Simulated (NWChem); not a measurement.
Species: BAs2H5; SMILES [AsH2]B[AsH2]

```xyz
8

B      0.8413     0.1151    -0.1695
As    -0.1254    -1.6103     0.0992
H      0.2294    -2.2816    -1.2153
H     -1.5274    -1.1830    -0.2957
As     0.0234     1.9153     0.1049
H      1.0994     2.5262     0.9844
H     -0.9499     1.5869     1.2226
H      1.9958     0.0670    -0.5209
```
Atoms are numbered in this order, from 1.

Level: PBE0/def2-SVP (NWChem), optimised geometry, unscaled harmonic frequencies. 

```
frequency (cm⁻¹)  IR intensity (km/mol)
----------------  ---------------------
119                                 0.2
194                                 9.2
217                                 1.7
402                                 7.0
493                                18.4
522                                 0.5
604                                 4.2
703                                 8.0
766                                 9.9
767                                14.6
976                               144.1
993                                 6.0
1019                                8.2
2239                                8.2
2242                              108.9
2258                               38.9
2261                               99.2
2639                               69.7
```

```json
{
  "zero_point_energy": "27.7 kcal/mol",
  "thermal correction to the enthalpy at 298.15 K (with zero-point energy)": "32.1 kcal/mol",
  "heat capacity Cv": "19.9 cal/(mol K)",
  "entropy at 298.15 K and 1 atm (symmetry number 2)": "77.8 cal/(mol K)",
  "dipole_moment": "0.02 D"
}
```

Rigid rotor and harmonic oscillator.
